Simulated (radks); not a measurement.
Charge is removed step by step from the 3s down level of Cr3+, starting from [Ne] 3s(up 1, down 1) 3p6 3d3. Method: non-relativistic Kohn-Sham, r2SCAN, spin-polarised, spherical densities, point nucleus; open shells are filled with parallel spins first; meta-GGA in the generalised Kohn-Sham scheme; computed with a radial shooting solver on a logarithmic mesh with Libxc functionals.

removed (e) = 0: E - E(0) (eV) 0.000; eigenvalue (eV) -111.27; E minus straight line (eV) 0.000
removed (e) = 0.125: E - E(0) (eV) 14.055; eigenvalue (eV) -113.62; E minus straight line (eV) -1.047
removed (e) = 0.25: E - E(0) (eV) 28.406; eigenvalue (eV) -116.00; E minus straight line (eV) -1.799
removed (e) = 0.375: E - E(0) (eV) 43.055; eigenvalue (eV) -118.39; E minus straight line (eV) -2.253
removed (e) = 0.5: E - E(0) (eV) 58.004; eigenvalue (eV) -120.79; E minus straight line (eV) -2.407
removed (e) = 0.625: E - E(0) (eV) 73.253; eigenvalue (eV) -123.21; E minus straight line (eV) -2.260
removed (e) = 0.75: E - E(0) (eV) 88.806; eigenvalue (eV) -125.63; E minus straight line (eV) -1.810
removed (e) = 0.875: E - E(0) (eV) 104.66; eigenvalue (eV) -128.06; E minus straight line (eV) -1.057
removed (e) = 1: E - E(0) (eV) 120.82; eigenvalue (eV) -130.50; E minus straight line (eV) 0.000

Removing the whole electron costs 120.82 eV by Delta-SCF, against 111.27 eV from minus the eigenvalue at the starting occupation. Slater's transition state (half an electron removed) gives 120.79 eV. Integrating minus the eigenvalue over the occupation (Janak's theorem) gives 120.82 eV. The mean slope of the eigenvalue, de/dn, is 19.2 eV per electron.
